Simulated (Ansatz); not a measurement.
Breaking the Ge1–O2 bond in GeO (multiplicity 1 held). Energies count from the point at 1.632 Å.


R- and RO- levels are restricted; in cc, def2 and unpolarised 6-31G sets they are followed outwards from rest. Unrestricted levels (U-) break spin symmetry where that is lower. Active spaces are followed from rest. Curves can end on different states.

Frozen-core correlation. Filled d and f shells under p-block atoms count as core.

Codes used: Ansatz (Gaussian orbitals). 

Energies in kcal/mol.

| R (Å) | U-HF/cc-pVDZ | U-MP2/cc-pVDZ | U-SCS-MP2/cc-pVDZ | R-CCSDT(Q)/cc-pVDZ | FIC-NEVPT4(SD) on CASSCF(10,8)/cc-pVDZ | FIC-MRCISD+Q on CASSCF(10,8)/cc-pVDZ |
|---|---|---|---|---|---|---|
| 1.306 | 108.0 | 129.5 | 128.1 | 128.6 | 127.5 | 127.3 |
| 1.469 | 15.2 | 26.7 | 25.9 | 26.2 | 25.8 | 25.6 |
| 1.632 | 0.0 | 0.0 | 0.0 | 0.0 | 0.0 | 0.0 |
| 1.796 | 9.1 | 47.1 | 45.2 | 5.8 | 6.4 | 6.7 |
| 1.959 | 21.3 | 67.6 | 64.2 | 23.0 | 24.8 | 25.5 |
| 2.204 | 43.5 | 96.0 | 91.9 | 36.8 | 56.1 | 57.4 |
| 2.449 | 55.0 | 135.9 | 131.4 | -215.7 | 83.0 | 84.6 |
| 2.857 | 58.2 | 144.4 | 138.8 | 191.0 | 112.5 | 114.1 |
| 3.265 | 59.7 | 147.1 | 141.3 | 202.5 | (withheld) | 127.8 |
| 3.755 | 60.8 | 148.9 | 143.0 | 209.0 | (withheld) | 134.8 |
| 4.408 | 61.7 | 150.1 | 144.1 | 211.7 | 134.8 | 136.1 |
| 5.224 | 62.1 | 150.5 | 144.6 | 212.2 | 135.2 | 136.6 |
| 6.530 | 62.3 | 150.7 | 144.7 | 212.3 | 135.4 | 136.7 |

Q: Complete the blanks.

A: 
- 3.265, FIC-NEVPT4(SD) on CASSCF(10,8)/cc-pVDZ: 126.4
- 3.755, FIC-NEVPT4(SD) on CASSCF(10,8)/cc-pVDZ: 133.5

Doubts at one or more of the structures used: a spin-contaminated determinant (U-HF/cc-pVDZ, U-MP2/cc-pVDZ, U-SCS-MP2/cc-pVDZ); T1 above 0.05 (R-CCSDT(Q)/cc-pVDZ); a restricted determinant that unrestricted orbitals would lower (R-CCSDT(Q)/cc-pVDZ); other coupled-cluster roots lie near (R-CCSDT(Q)/cc-pVDZ).

Ansatz is an electronic-structure program.
